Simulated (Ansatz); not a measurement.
BrGaHS (`[SH][Ga][Br]`) radical. The species carries charge 0 and has multiplicity 2.

(1) What are the harmonic wavenumbers in cm⁻¹ at PBE0-D4/def2-TZVP (Ansatz, finite differences of forces, unscaled)? (An estimate is asked.)

(2) Is this a minimum?

(3) Give the ideal-gas thermochemistry at 298.15 K and 1 bar (rigid rotor, harmonic oscillator; point group Cs, symmetry number 1).

Answers

(1) The calculation gave: 97, 227, 272, 377, 611, 2698.

(2) Yes, all 6 modes are real.

(3) Zero-point energy 25.6 kJ/mol; H(298) − E = 41.3 kJ/mol; entropy 330.6 J/(mol·K), of which translation 173.8, rotation 115.5, vibration 35.5, electronic 5.8; G(298) − E = -57.3 kJ/mol. Modes under 100 cm⁻¹ are hindered rotations or soft bends, so the harmonic entropy is rough.
